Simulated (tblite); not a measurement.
A tight-binding relaxation on `C(CCCCl)([SiH3])[SiH3]`.

Computed with GFN2-xTB geometry optimisation, gas phase (tblite 0.8.0). Start geometry: from a force field or distance geometry. A driver script takes a list of jobs; this job's settings line and coordinates (Å) are shown.

Command:
```bash
OMP_NUM_THREADS=1 python probes_run.py task.json out
```

Input:
```
{"job": {"kind": "relax", "xc": "GFN2-xTB", "basis": "xTB"}, "charge": 0, "multiplicity": 1}
Si    -2.210700     1.135300    -0.910100
C     -0.968000     0.278900     0.201000
Si    -1.709700    -1.441900     0.392800
C      0.486600     0.343000    -0.329500
C      1.528400    -0.105800     0.728400
C      2.964300     0.099200     0.252300
Cl     3.382400    -0.955900    -1.116700
H     -2.268300     0.503000    -2.243600
H     -1.783100     2.543300    -1.094400
H     -3.573900     1.162400    -0.287500
H     -1.005100     0.773600     1.183700
H     -0.895800    -2.232800     1.336500
H     -3.093800    -1.371400     0.969500
H     -1.736100    -2.156800    -0.912500
H      0.718800     1.377200    -0.610600
H      0.583100    -0.270000    -1.218300
H      1.384300     0.485300     1.640000
H      1.381000    -1.161200     0.991700
H      3.663300    -0.131200     1.073200
H      3.147100     1.136500    -0.048900
```

Output:
```
step      E/eV     max force
  0    -631.06132    1.282
  1    -631.11804    0.558
  2    -631.14197    0.355
  3    -631.15204    0.294
  4    -631.16345    0.280
  5    -631.17239    0.216
  6    -631.17930    0.266
  7    -631.18404    0.180
  8    -631.18778    0.115
  9    -631.19046    0.122
... (63 lines left out)
 73    -631.22733    0.043
 74    -631.22751    0.051
 75    -631.22766    0.040
 76    -631.22778    0.028
 77    -631.22788    0.026
 78    -631.22796    0.040
 79    -631.22804    0.043
 80    -631.22810    0.025
 81    -631.22815    0.010
 82    -631.22816    0.009
```

«max force» is the largest atomic force in eV/Å.

Question: From which step on does the largest force stay under 0.1 eV/Å, and how much energy is left to gain from there?

Answer: From step 18 (0.078 eV/Å), 16.3 meV above the end.

In short: energy lowered by 3.8 kcal/mol over 82 steps; largest atomic force 0.009 eV/Å at the end.

Hardware: one thread, Arm Neoverse V1 (aarch64) (shared host). Cost: 0.76 s of wall time.
Labels such as C1 count atoms from 1, the log's own numbers from 0.
